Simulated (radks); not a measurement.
Results of a calculation; reference values are marked as such.
Ionisation of Os2+, [Xe] 4f14 5d6, to Os3+, [Xe] 4f14 5d5, under several functionals. Dirac Kohn-Sham, spin-unpolarised, spherical densities, finite nucleus; open shells are shared between the two j in proportion to 2j + 1; a radial shooting solver on a logarithmic mesh with Libxc functionals.

functional                                        E(Os2+) (hartree)  Exc (hartree)  IE (eV)  -e(HOMO) (eV)  <r> HOMO (bohr)  IE error (eV)
LDA (Slater exchange, Perdew-Zunger correlation)        -17267.7550      -330.3973   29.150         22.766            1.724         +4.150
OLYP                                                    -17283.7994      -346.7653   28.803         22.380            1.712         +3.803
exchange-only B88                                       -17274.5785      -337.2738   27.749         21.424            1.738         +2.749
XLYP                                                    -17279.6075      -342.3432   28.785         22.418            1.732         +3.785

NIST Atomic Spectra Database: 25 eV (theoretical). Closest: exchange-only B88. The Delta-SCF values span 1.40 eV, the total energies 16.04 hartree. The highest occupied level is 5d5/2. Spin polarisation and multiplet splitting are left out, so open shells lie too high by an amount that depends on their filling. Sharing an open shell by 2j + 1 raises it above the true ground level by a part of the spin-orbit splitting, which enters the differences from NIST.

Beside tabulated values, note that spin-unpolarised runs miss the spin-polarisation part of the exchange energy of open shells.
